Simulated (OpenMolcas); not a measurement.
P: effect of the active space

- Program: OpenMolcas 26.06
- Method: SS-CASPT2 or its RAS form, IPEA 0.25 Eh, imaginary shift 0.1 Eh
- Basis: ANO-RCC-VTZP
- Scalar Hamiltonian: DKH2, point nucleus
- Spin-orbit coupling: state interaction with AMFI integrals over the reference wave functions, term energies averaged over their components

A. 3 electrons in 3 orbitals (3p); 2S+1 = 4 odd, 1 root; 2S+1 = 2 odd, 8 roots; closed shells correlated: 2s 2p 3s; CASPT2 step about 0.7 core-seconds
B. 5 electrons in 4 orbitals (3s 3p); 2S+1 = 4 odd, 1 root; 2S+1 = 2 odd, 8 roots; closed shells correlated: 2s 2p; CASPT2 step of the order of 0.7 core-seconds
C. 5 electrons in 8 orbitals (3s 3p 4s 4p); 2S+1 = 4 odd, 1 root; 2S+1 = 2 odd, 8 roots; 2S+1 = 4 even, 3 roots; 2S+1 = 2 even, 5 roots (0 in the spin-orbit step); closed shells correlated: 2s 2p; CASPT2 step roughly 4 core-seconds
D. 5 electrons in 9 orbitals (RAS2 3s 3p; RAS3 3d, at most 2 electrons); 2S+1 = 4 odd, 1 root; 2S+1 = 2 odd, 8 roots; 2S+1 = 2 even, 5 roots; closed shells correlated: 2s 2p; CASPT2 step of the order of 8 core-seconds

Energies in cm⁻¹ above 3s² 3p³ ⁴S°_3/2, the measured ground level; measured values from NIST Handbook of Basic Atomic Spectroscopic Data.

```json
{"Level": "3s² 3p³ ⁴S°_3/2", "A": "0.0", "B": "0.0", "C": "0.0", "D": "0.0", "Measured": "0.0"}
{"Level": "3s² 3p³ ²D°_3/2", "A": "12020", "B": "11850", "C": "12470", "D": "12010", "Measured": "11361"}
{"Level": "3s² 3p³ ²D°_5/2", "A": "12030", "B": "11860", "C": "12480", "D": "12010", "Measured": "11377"}
{"Level": "3s² 3p³ ²P°_1/2", "A": "20290", "B": "18940", "C": "19520", "D": "19750", "Measured": "18723"}
{"Level": "3s² 3p³ ²P°_3/2", "A": "20300", "B": "18940", "C": "19530", "D": "19750", "Measured": "18748"}
```

Deviations, from unrounded energies. A percentage is the sum of absolute deviations over the sum of measured energies, with the sign that they share, or ± where signs differ.

| Against measurement | Levels | A | B | C | D |
| --- | --- | --- | --- | --- | --- |
| mean absolute deviation (cm-1) | 4 | 1100 | 350 | 950 | 830 |
| other terms of the ground configuration (%) | 4 | +7.4 | +2.3 | +6.3 | +5.5 |

B lies closest to measurement on these levels and A furthest from it. The largest miss of B in the table is 3s² 3p³ ²D°_3/2, by +490 cm-1. The ranking rests on the paired levels alone, and a cruder setting can come out closer through cancelling errors.

Among A to D the level of the table that moves most is 3s² 3p³ ²P°_3/2, by 1400 cm-1 (lowest in B, highest in A). Moves below CASPT2's spread within the term are not significant.

CASPT2 does not keep the components of a term degenerate, so their means are used; among the terms shown or strongly mixed into the levels shown the widest spread is 240 cm-1 (3s² 3p³ ²D°, B). With the s shell closed, the reference lacks s² → p² mixing (holds for A). No level of 3s 3p⁴ was computed, though it lies in the active space (holds for B). Active for correlation alone: 4p 4s; no level in the range computed is led by a configuration that fills them, so any true level of that kind is missing (holds for C). Active for correlation alone: 3d; no level in the range computed is led by a configuration that fills it, so any true level of that kind is missing (holds for D). Computed and measured levels are paired by configuration, term and J; levels that our copy of the source lacks, or whose pairing is in doubt (as where it misses far off the trend of its configuration), stay unpaired and out of the deviations. Only configurations of the active space appear. Levels that lie high or do not pair safely by name in every column are left out.

° marks odd parity.
